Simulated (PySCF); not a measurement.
# EPR parameters of [C2H3BF2]+

Compound: C₂H₃BF₂ (charge +1 and doublet state).
Structure used (PBE0-D3(BJ)/def2-SVP), in Å, numbered top down from 1:
```
atom  x, y, z in Å
C1    -0.9897   -0.6521   -0.5133
C2    -0.2953    0.0126    0.4672
B3     1.1789    0.6315    0.2061
F4     1.3627    1.8906    0.3988
F5     2.0726   -0.2119   -0.1975
H6    -0.4791   -1.3027   -1.2438
H7    -2.0805   -0.5297   -0.6281
H8    -0.7515    0.1805    1.4614
```

The hyperfine couplings belong to this conformer and change with its torsions.

Identity: `[CH](B(F)F)[CH2+]` [radical] (charge +1).

Theory: UKS B3LYP, IGLO-III on B C F, pcH-1 on H, non-relativistic, mean-field spin-orbit, GIAO (PySCF). One conformer (not necessarily the lowest) at the PBE0-D3(BJ)/def2-SVP geometry, without solvent, vibrations or thermal averaging. The frame is twisted about the C1–C2 bond at this geometry (dihedral H7–C1–C2–H8 = 36°); couplings at other torsion angles weren't computed. No stability test was run, so a lower SCF solution isn't excluded.

| Item | Value |
| --- | --- |
| g1, g2, g3 | 2.00216, 2.00281, 2.00322 |
| g_iso | 2.00273 |
| Form of g | rhombic: the two nearest values differ by 39 % of g3 − g1 |
| ⟨S²⟩ | 0.7565 (exact 0.7500) |
| HOMO–LUMO gap, α and β orbitals | 6.00, 4.51 eV |
| Basis functions | 205 |

Isotropic coupling and dipolar principal values T1 to T3, in MHz; ρ(0) is the spin density at the nucleus:

| atom | isotope | a_iso | T1 | T2 | T3 | Mulliken spin population | ρ(0) (bohr⁻³) |
| --- | --- | --- | --- | --- | --- | --- | --- |
| C1 | 13C | 8.8 | -41.2 | -34.5 | 75.7 | 0.42 | 0.0079 |
| C2 | 13C | 23.2 | -52.4 | -42.2 | 94.6 | 0.51 | 0.0207 |
| B3 | 11B | 14.1 | -5.0 | -3.7 | 8.7 | 0.01 | 0.0098 |
| F4 | 19F | -14.9 | -26.1 | 4.3 | 21.8 | 0.00 | -0.0035 |
| F5 | 19F | 53.8 | -85.1 | -80.9 | 166.0 | 0.03 | 0.0128 |
| H6 | 1H | 44.4 | -17.4 | -10.0 | 27.4 | 0.01 | 0.0099 |
| H7 | 1H | 52.2 | -17.9 | -10.2 | 28.2 | 0.01 | 0.0117 |
| H8 | 1H | 70.9 | -20.6 | -11.5 | 32.1 | 0.01 | 0.0159 |

Largest spin populations (Mulliken): C2 (+0.51) and C1 (+0.42). The angles at C2 add up to 360.0°, so it is planar.

C2, the radical centre as drawn in `[CH2+][CH]B(F)F`, holds a spin population of +0.51 out of 1.

Under fast tumbling the dipolar parts average out, and these isotropic splittings remain: 1 × 1H (H8, I = 1/2, 2 lines) with 2.53 mT, 1 × 1H (H7, I = 1/2, 2 lines) with 1.86 mT, 1 × 1H (H6, I = 1/2, 2 lines) with 1.59 mT, 2 × 19F (F4/F5, I = 1/2, 3 lines) with 0.69 mT and 1 × 11B (B3, I = 3/2, 4 lines) with 0.50 mT.

Class means assume fast exchange of nuclei equivalent by connectivity; if that motion is slow, each nucleus keeps its own coupling. H6 and H7 aren't averaged: C1 is flat or nearly so (angle sum 360°), and its turn about the short C1–C2 bond (1.37 Å) is taken as slow. The 19F value of +19.5 MHz is a mean of couplings from -14.9 to 53.8 MHz in this one geometry, not an average over conformers.

Main isotope only: 11B (natural samples also hold 20 % 10B, magnetic too, which adds its own pattern).

The 13C coupling of C2 (23.2 MHz) shows only in satellite lines or after enrichment, since that isotope makes up about 1.07 % of natural carbon.
